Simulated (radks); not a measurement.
Q: Ionisation of the ytterbium ion Yb+, [Xe] 4f14 6s1, to [Xe] 4f14 as the strength of local exchange is varied. Calculated with a radial shooting solver on a logarithmic mesh with Libxc functionals: Dirac Kohn-Sham, Slater X-alpha exchange (alpha = 2/3 is LDA exchange), no correlation, spin-unpolarised, spherical densities, point nucleus.

alpha  E(Yb+) (hartree)  exchange (hartree)  IE (eV)  -e of the level emptied (eV)  <r> of it (bohr)
0.667       -14060.0796           -278.6861   11.564                 8.643 (6s1/2)             3.572
0.809       -14119.5512           -339.6227   12.296                 9.395 (6s1/2)             3.467
0.837       -14131.3112           -351.7034   12.446                 9.550 (6s1/2)             3.447
0.864       -14142.6616           -363.3728   12.591                 9.700 (6s1/2)             3.428
0.879       -14148.9717           -369.8643   12.672                 9.784 (6s1/2)             3.417
x           -14069.2750           -288.0909   11.674                 8.756 (6s1/2)             3.556

Which alpha was used in the last row?

A: alpha = 0.689. NIST Atomic Spectra Database: 12.179 eV (measured). The Delta-SCF value meets it near alpha = 0.79. Spin polarisation and multiplet splitting are left out, so open shells lie too high by an amount that depends on their filling.

Beside tabulated values, note that spin-unpolarised runs miss the spin-polarisation part of the exchange energy of open shells.
